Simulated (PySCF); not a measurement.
# Computed vibrations of [Hf(NH3)6]4+

[Hf(NH3)6]4+ (singlet). PySCF 2.14.0, RKS PBE, Hf def2-SVP with ECP60, N def2-SVP, H def2-SVP; non-relativistic Hamiltonian with scalar-relativistic core potentials where named; density fitting; no spin-orbit coupling. Central differences of gradients.

```xyz
25

Hf    0.0000    0.0000    0.0000
N     1.8191    0.0834    1.4628
H     1.5948    0.0731    2.4832
H     2.5069   -0.7018    1.3862
H     2.4321    0.9283    1.3862
N    -0.9818    1.5337    1.4628
H    -0.8607    1.3446    2.4832
H    -0.6457    2.5219    1.3862
H    -2.0200    1.6421    1.3862
N    -0.8373   -1.6171    1.4628
H    -0.7341   -1.4177    2.4832
H    -1.8612   -1.8201    1.3862
H    -0.4121   -2.5704    1.3862
N     1.8191    0.0834   -1.4628
H     2.5069   -0.7018   -1.3862
H     1.5948    0.0731   -2.4832
H     2.4321    0.9283   -1.3862
N    -0.9818    1.5337   -1.4628
H    -0.6457    2.5219   -1.3862
H    -0.8607    1.3446   -2.4832
H    -2.0200    1.6421   -1.3862
N    -0.8373   -1.6171   -1.4628
H    -1.8612   -1.8201   -1.3862
H    -0.7341   -1.4177   -2.4832
H    -0.4121   -2.5704   -1.3862
```

Run from Python with OMP_NUM_THREADS=4. Where DIIS fails, smearing, a level shift and second-order steps follow.
It took 7.3 min on 4 threads of Intel(R) Xeon(R) Platinum 8259CL CPU @ 2.50GHz (Skylake/Cascade Lake), with other jobs on the host.

(1) What are the harmonic wavenumbers and infrared intensities?

(2) Is this a minimum?

Answers

(1) Modes are labelled in D3h; negative numbers are unstable modes, those under 60 cm⁻¹ near the noise; a finer grid moves soft modes by up to 10 cm⁻¹.
| cm⁻¹ | km/mol | symmetry |
| --- | --- | --- |
| 54 | 0.0 | a1'' |
| 79 | 0.0 | a1'' |
| 98 | 0.0 | e'' |
| 98 | 0.0 | e'' |
| 134 | 6.2 | a2'' |
| 140 | 0.0 | e'' |
| 140 | 0.0 | e'' |
| 142 | 18.0 | e' |
| 142 | 18.0 | e' |
| 148 | 0.0 | a2' |
| 180 | 8.7 | e' |
| 180 | 8.7 | e' |
| 205 | 0.0 | e' |
| 205 | 0.0 | e' |
| 235 | 0.0 | a1' |
| 331 | 0.0 | e'' |
| 331 | 0.0 | e'' |
| 359 | 1.8 | a2'' |
| 364 | 0.0 | e' |
| 364 | 0.0 | e' |
| 386 | 0.0 | a1' |
| 607 | 0.0 | e'' |
| 607 | 0.0 | e'' |
| 627 | 0.0 | a1'' |
| 634 | 0.0 | a2' |
| 658 | 0.0 | e'' |
| 658 | 0.0 | e'' |
| 687 | 194.4 | a2'' |
| 688 | 63.6 | e' |
| 688 | 63.6 | e' |
| 711 | 95.6 | e' |
| 711 | 95.6 | e' |
| 741 | 0.0 | a1' |
| 1372 | 0.0 | e'' |
| 1372 | 0.0 | e'' |
| 1391 | 252.3 | e' |
| 1391 | 252.3 | e' |
| 1393 | 287.3 | a2'' |
| 1415 | 0.0 | a1' |
| 1539 | 0.0 | a1'' |
| 1543 | 0.0 | e'' |
| 1543 | 0.0 | e'' |
| 1558 | 0.0 | a2' |
| 1561 | 191.4 | a2'' |
| 1566 | 0.0 | e'' |
| 1566 | 0.0 | e'' |
| 1571 | 34.3 | e' |
| 1571 | 34.3 | e' |
| 1587 | 145.2 | e' |
| 1587 | 145.2 | e' |
| 1590 | 0.0 | a1' |
| 3234 | 0.0 | e'' |
| 3234 | 0.0 | e'' |
| 3238 | 330.1 | a2'' |
| 3241 | 472.4 | e' |
| 3241 | 472.4 | e' |
| 3260 | 0.0 | a1' |
| 3292 | 0.0 | a1'' |
| 3292 | 0.0 | e'' |
| 3292 | 0.0 | e'' |
| 3298 | 0.0 | a2' |
| 3301 | 329.5 | e' |
| 3301 | 329.5 | e' |
| 3307 | 0.0 | e'' |
| 3307 | 0.0 | e'' |
| 3308 | 166.5 | e' |
| 3308 | 166.5 | e' |
| 3317 | 597.6 | a2'' |
| 3318 | 0.0 | a1' |

(2) Yes, within the noise of the softest modes. Ideal gas at 298.15 K and 1 bar: S = 514.8 J/(mol K), Cp = 242.3 J/(mol K), H − H(0 K) = 45.6 kJ/mol (rigid rotor, harmonic modes, spin degeneracy alone; the modes under 60 cm⁻¹ make these uncertain).
